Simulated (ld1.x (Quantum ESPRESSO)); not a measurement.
## F (Z = 9): what ld1.x (Quantum ESPRESSO) 7.5 does with a changed input

Command:

```bash
ld1.x < F.in > F.out
```

Input:

```
&input
   title='F', zed=9., rel=0, dft='PBE', iswitch=3,
   config='[He] 2s2 2p5',
   nld=2, rlderiv=1.85, eminld=-4.0, emaxld=5.0, deld=0.02
 /
 &inputp
   pseudotype=3, lpaw=.true., tm=.true., lloc=-1, rcloc=1.35,
   nlcc=.true., new_core_ps=.true.,
   which_augfun='AE', rmatch_augfun=0.65,
   file_pseudopw='F.UPF', file_wfcaegen='ae.wfc', file_wfcncgen='nc.wfc', file_beta='beta', file_chi='chi', file_wfcusgen='us.wfc'
 /
4
2S  1  0   2.00   0.00  0.65  0.90  0.0
2S  1  0   0.00  -1.75  0.65  0.90  0.0
2P  2  1   5.00   0.00  1.35  1.70  0.0
2P  2  1   0.00  -0.30  1.35  1.70  0.0
 &test
   configts(1)='2s2 2p5'
 /
```

This is an input that runs to its end, with one change: augmentation shape typed as AE.

Problem. How does the run end?

Solution. The program runs through. The occupied levels of the test differ from the all-electron ones by at most 0.00000 Ry (unchanged input: 0.00000 Ry).

```
      Wfc-us  2P rcutus= 1.695  Estimated cut-off energy=    34.74 Ry

     Estimated PAW energy =  -59.031342 Ryd

     ------------------- End of pseudopotential generation -------------------

     Computing logarithmic derivative in   1.83867
     Computing logarithmic derivative in   1.83867
     Computing the partial wave expansion
     R is outside the sphere for l=    0 j= 0.00
     R is outside the sphere for l=    0 j= 0.00
     R is outside the sphere for l=    1 j= 0.00
     R is outside the sphere for l=    1 j= 0.00

     ---------------------- Testing the pseudopotential ----------------------

     F

     atomic number is  9.00   valence charge is  7.00
     dft = SLA  PW   PBX  PBC   lsd =0 sic =0 latt =0  beta=0.20 tr2=1.0E-14
     mesh =1105 r(mesh) =  99.76081 xmin = -7.00 dx = 0.01250

     n l     nl             e AE (Ry)        e PS (Ry)    De AE-PS (Ry)
     1 0     2S   1( 2.00)       -2.19171       -2.19171        0.00000
     2 1     2P   1( 5.00)       -0.81742       -0.81742        0.00000

     eps = 8.3E-15  iter =  1

     Etot =    -199.302160 Ry,     -99.651080 Ha,   -2711.644031 eV
     Etotps =   -59.031342 Ry,     -29.515671 Ha,    -803.162321 eV

     Ekin =      50.319810 Ry,      25.159905 Ha,     684.635890 eV
     Encl =    -131.379828 Ry,     -65.689914 Ha,   -1787.513628 eV
     Ehrt =      42.433946 Ry,      21.216973 Ha,     577.343245 eV
     Ecxc =     -20.405269 Ry,     -10.202635 Ha,    -277.627828 eV
     (Ecc =      -5.700012 Ry,      -2.850006 Ha,     -77.552608 eV)

     ---------------------- End of pseudopotential test ----------------------
```
